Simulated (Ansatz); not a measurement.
Cost and result for the atomization energy of C3H9BS (14 atoms, 14 bonds).

```xyz
14

B     1.3953    0.0572    0.4893
C     0.3449    0.7697    1.5060
C    -0.8920    0.5371    0.6396
S     0.0047    0.5922   -0.9485
C    -0.5398   -0.8584   -1.8472
H     1.3301   -1.1522    0.4680
H     2.4726    0.5308    0.2424
H     0.5255    1.8414    1.6256
H     0.2546    0.3348    2.5037
H    -1.2786   -0.4773    0.7524
H    -1.7143    1.2534    0.6802
H    -0.4508   -1.7379   -1.2099
H    -1.5662   -0.7231   -2.1885
H     0.1140   -0.9676   -2.7131
```

Total charge 0; spin multiplicity 1. The bonds changed during the relaxation, so this is another structure than the one it started from. All single points use the PBE0-D4/def2-TZVP geometry. It is one conformer, not always the lowest. Program: Ansatz. All runs use 4 threads of an Arm Neoverse V2 on a shared host. Times are those of one run each, without the atoms' runs, and a repeat can differ threefold. Electronic energies, without spin–orbit coupling; frozen cores. CCSD(T)/CBS adds CCSD(T) − MP2 in def2-TZVPP to the MP2 limit, and its time is that of the two runs behind it. T1 = 0.010. B3LYP takes the VWN-RPA correlation (the form of Gaussian; ORCA's B3LYP/G).

CCSD(T)/CBS is a level of theory with its own doubt, some kJ/mol a heavy atom from the limit and from the frozen cores, so smaller differences don't rank the functionals.

```tsv
level	functions	wall time	atomization (kcal/mol)	difference from CCSD(T)/CBS	per bond
PBE-D4/def2-TZVPP (with forces)	292	3.5 s	1262.2	27.4	2.0
PBE0-D4/def2-TZVPP	292	3.8 s	1248.6	13.8	1.0
r2SCAN-D4/def2-TZVPP (with forces)	292	6.5 s	1244.3	9.5	0.7
B3LYP-D4/def2-TZVPP (with forces)	292	6.5 s	1237.9	3.1	0.2
B2PLYP/def2-TZVPP	292	8 s	1223.7	-11.1	-0.8
ωB97X-V/def2-TZVPP	292	9 s	1240.7	5.9	0.4
ωB97M-V/def2-TZVPP (with forces)	292	14 s	1243.4	8.6	0.6
MP2/def2-QZVPP	568	37 s	1236.7	1.9	0.1
CCSD(T)/def2-TZVPP	292	4.6 min	1207.7	-27.1	-1.9
CCSD(T)/CBS(def2)	–	5.2 min	1234.8	0.0	0.0
```

From PBE to PBE0 (25 % exact exchange), in def2-TZVPP and without D4, the atomization energy moves by −12.5 kcal/mol: exact exchange takes away binding that semilocal exchange gives to molecules. In def2-TZVPP, CCSD(T) changes the Hartree–Fock value by +279.9 kcal/mol (the triples alone add +16.5 kcal/mol) and MP2 by +293.2 kcal/mol; breaking electron pairs costs correlation energy, which Hartree–Fock lacks. The D4 term adds +11.7 kcal/mol with B3LYP and +6.1 kcal/mol with PBE0; it sums over pairs of atoms, weighted by their polarisabilities, and B3LYP, whose exchange is more repulsive, gets the larger term.
